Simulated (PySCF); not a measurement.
## Telling isomers of C5H5ClO3 apart by NMR

PySCF calculation with shielding tensors at PBE0/pcSseg-1 (GIAO) and geometry from GFN2-xTB; single conformer, averaged over atoms made equivalent by symmetry, fast rotation or ring inversion, no relativistic terms, in vacuum.

Referencing at the same level of theory: ¹H (σref 31.72) and ¹³C (σref 186.93) against TMS. Where no couplings were computed, multiplicities follow the n + 1 count of equivalent neighbours, and m marks all less simple cases (inequivalent or close neighbours, rings, F or P nearby). Acid and N–H amide carbonyl carbons lie up to 10 ppm further downfield in solution (hydrogen bonding). Shifts are as computed. Against solution values, carbons near 30 ppm lie about +3 ppm off and those near 130 ppm about +5 ppm; carbons on Cl a further +6 ppm (rms about the fit 2.1 ppm; single classes can miss by 10 ppm). Of 1328 compounds with measured shifts, 309 miss one by over three times the rms of a fit or turn the order of signals round; such compounds aren't used in these exercises. Signals without a measured value on file couldn't be tested in this way; 1H shifts scatter by 0.2 ppm about their fit, and single ones miss by 0.5 ppm. Carbons bonded to Cl come out too deshielded. OH and NH positions are gas-phase values without hydrogen bonding to other molecules.

(1) Tabulate the signals of `C=C(Cl)O/C=C\C(=O)O`, `C=C(Cl)O/C=C/OC=O` and their relative energies.

(2) What is the quickest way to tell C=C(Cl)O/C=C\C(=O)O from C=C(Cl)O/C=C/OC=O?

Answers

(1) 
```json
{"SMILES": "C=C(Cl)O/C=C\\C(=O)O", "carbon types": "2×C 2×CH 1×CH2", "δC": "167.9, 156.9, 155.3, 103.0, 100.4", "δH": "7.47 (d, 1H), 5.78 (br s, 1H), 5.36 (br s, 1H), 5.33 (d, 1H), 4.90 (br s, 1H)", "E rel. (kcal/mol)": "0.0"}
{"SMILES": "C=C(Cl)O/C=C/OC=O", "carbon types": "1×C 3×CH 1×CH2", "δC": "161.0, 156.7, 141.5, 131.7, 97.0", "δH": "8.20 (d, 1H), 8.03 (s, 1H), 7.71 (d, 1H), 4.95 (br s, 1H), 4.75 (br s, 1H)", "E rel. (kcal/mol)": "17.8"}
```

Energies are electronic energies at PBE0/pcSseg-1 on these geometries, without zero-point or thermal terms, each for the one conformer computed, which needn't be the lowest.

(2) Both give the same number of carbon signals, but DEPT or the intensities differ. The first has a β carbon of an enol-ether or enamine type C=C (CH) at 103.0 ppm, the second an alkene carbon bearing oxygen (CH) at 131.7 ppm. Their most deshielded carbons lie at 167.9 and 161.0 ppm. In the proton spectra the most deshielded non-exchanging signals are 7.47 (d, 1H) and 8.20 (d, 1H).
